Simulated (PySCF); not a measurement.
Compound: C6H8F2.
SMILES with atom numbers: `[CH2:1]=[CH:2][C:3](=[CH2:4])[C@@H:5]([F:6])[CH2:7][F:8]` (hydrogens: H9, H10 on C1; H11 on C2; H12, H13 on C4; H14 on C5; H15, H16 on C7)

Method: PBE0-D3(BJ)/def2-SVP geometry optimisation, gas phase (PySCF 2.14.0); density fitting, grid level 1; the optimiser is geomeTRIC in internal coordinates, started from a GFN2-xTB structure.

Geometry at step 1:
```
atom  x, y, z in Å
C1      0.2867   -1.7672   -1.1135
C2     -0.7785   -1.0415   -0.7460
C3     -0.7620    0.3124   -0.1923
C4     -1.9015    0.9672    0.0771
C5      0.5756    0.9488    0.0789
F6      0.4385    2.2865    0.3589
C7      1.2980    0.2724    1.2347
F8      2.6569    0.3723    1.0858
H9      0.1641   -2.7729   -1.5236
H10     1.3142   -1.3996   -1.0295
H11    -1.7766   -1.4795   -0.8653
H12    -2.8709    0.4941   -0.1051
H13    -1.8911    1.9873    0.4665
H14     1.2215    0.8544   -0.8141
H15     0.9874    0.7876    2.1613
H16     1.0235   -0.7915    1.3049
```

Task: Give the atomic forces at this geometry.

Result: 
| atom | Fx (eV/Å) | Fy (eV/Å) | Fz (eV/Å) |
| --- | --- | --- | --- |
| C1 | 0.052 | -0.042 | -0.044 |
| C2 | -0.056 | -0.047 | -0.030 |
| C3 | 0.000 | 0.000 | 0.087 |
| C4 | -0.049 | 0.031 | 0.007 |
| C5 | 0.147 | -0.152 | -0.018 |
| F6 | -0.013 | 0.004 | -0.049 |
| C7 | -0.105 | 0.153 | 0.078 |
| F8 | -0.060 | 0.034 | 0.008 |
| H9 | -0.004 | 0.027 | 0.000 |
| H10 | -0.030 | -0.031 | -0.005 |
| H11 | 0.019 | 0.025 | 0.001 |
| H12 | 0.028 | 0.029 | -0.013 |
| H13 | 0.025 | -0.037 | 0.009 |
| H14 | -0.040 | 0.042 | 0.005 |
| H15 | 0.044 | -0.061 | -0.015 |
| H16 | 0.042 | 0.025 | -0.021 |

The largest, 0.21 eV/Å, acts on C5; the rms over all components is 0.053 eV/Å. The forces sum to zero within rounding, as they must for an isolated molecule in no field.

Task: Give the force on C5 in Eh/bohr and in nN.

Result: 0.213 eV/Å ÷ 51.422 = 0.00414 Eh/bohr, and 0.213 eV/Å × 1.602 = 0.34 nN.

Task: How far is this geometry from the end of the optimisation?

Result: 0.029 eV above it, and 0.174 Å rms away after alignment. The bonds farthest from their final lengths, with half the difference of the two atoms' forces along the bond (positive lengthens):

```tsv
bond	now (Å)	final (Å)	force along bond (eV/Å)
C5–C7	1.522	1.512	-0.09
C7–F8	1.371	1.367	+0.02
C3–C5	1.506	1.508	+0.02
C7–H15	1.105	1.103	-0.11
```

The angle farthest from its final value is C7–C5–H14, 107.3° against 108.7°.

The cost below is that of the whole optimisation. Time: 1.8 min wall. Hardware: one thread of an Arm Neoverse V1, on a shared host.
